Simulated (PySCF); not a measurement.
Run record: geometry optimisation, `[H][Bi]([H])[H]`.

Method: PBE0-D3(BJ)/def2-SVP geometry optimisation, gas phase, def2 core potentials past Kr (PySCF 2.14.0). Start geometry: GFN2-xTB. A driver script takes a list of jobs; this job's settings line and coordinates (Å) are shown.

Input:
```
{"job": {"xc": "PBE0", "basis": "def2-SVP", "d3": "d3bj", "grid": 1, "maxiter": 30, "kind": "geom"}, "charge": 0, "multiplicity": 1}
Bi    -0.006430     0.007130     0.784890
H      1.429510    -0.031540    -0.252160
H     -0.690130     1.249460    -0.274380
H     -0.732940    -1.225060    -0.258360
```

Problem. Give the output.

Solution. 
```
step   0  E = -216.38985207  max force = 0.007555
step   1  E = -216.39033006  max force = 0.005583
step   2  E = -216.39044375  max force = 0.000587
step   3  E = -216.39044469  max force = 0.000013
optimisation converged
```

Energies in Eh; «max force» is the largest Cartesian gradient component in Eh/bohr.

Problem. Give the first gradient maximum in eV/Å.

Solution. With 1 Eh/bohr = 51.422 eV/Å, 0.388 eV/Å.

Problem. How much energy does the optimisation release, in kcal/mol?

Solution. E(step 0) − E(last step) = 0.000593 Eh, which is 0.4 kcal/mol.

Main results: final energy -216.39044 Eh after 3 steps; dipole 0.99 D.

On Intel Xeon Platinum 8488C, one thread, no GPU, on a shared host, this took 4.2 s wall and 0.23 GiB of memory at its peak.
Labels such as C1 count atoms from 1, the log's own numbers from 0.
